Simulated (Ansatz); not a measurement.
Start from `C=[C]([SiH3])[GeH3]` and change one atom or group to get `C=[C]([GeH3])[SeH]`.

Ansatz, PBE0-D4/def2-TZVP geometries, multiplicity 1. Each molecule was computed in one conformer, which needn't be the lowest.

Scalar relativity is left out up to krypton.

```csv
property,`C=[C]([SiH3])[GeH3]`
LUMO energy (B3LYP/def2-TZVPP) / eV,-0.98
HOMO energy (ωB97M-V/def2-TZVPP) / eV,-10.26
HOMO energy (B3LYP/def2-TZVPP) / eV,-7.84
LUMO energy (PBE0/def2-TZVPP) / eV,-0.78
HOMO energy (PBE/def2-TZVPP) / eV,-6.96
HOMO–LUMO gap (B3LYP/def2-TZVPP) / eV,6.86
```

(1) Give the same properties after the change, and the shifts. (Best estimate.)

## Answers

(1) Ansatz gave: 
```json
{"property": "LUMO energy (B3LYP/def2-TZVPP) / eV", "`C=[C]([GeH3])[SeH]`": "-0.72", "shift": "0.26"}
{"property": "HOMO energy (ωB97M-V/def2-TZVPP) / eV", "`C=[C]([GeH3])[SeH]`": "-8.63", "shift": "1.63"}
{"property": "HOMO energy (B3LYP/def2-TZVPP) / eV", "`C=[C]([GeH3])[SeH]`": "-6.30", "shift": "1.54"}
{"property": "LUMO energy (PBE0/def2-TZVPP) / eV", "`C=[C]([GeH3])[SeH]`": "-0.51", "shift": "0.27"}
{"property": "HOMO energy (PBE/def2-TZVPP) / eV", "`C=[C]([GeH3])[SeH]`": "-5.47", "shift": "1.49"}
{"property": "HOMO–LUMO gap (B3LYP/def2-TZVPP) / eV", "`C=[C]([GeH3])[SeH]`": "5.58", "shift": "-1.28"}
```

With PBE0 the HOMO rises by 1.55 eV and the LUMO rises by 0.27 eV, so the gap narrows by about 1.28 eV. PBE moves the HOMO by 1.49 eV and ωB97M-V by 1.63 eV.

B3LYP here is the variant with VWN-RPA as its local correlation; programs differ in this.

Spin–orbit coupling is left out; it splits and shifts lone-pair levels of the heavy atoms by tenths of an eV.
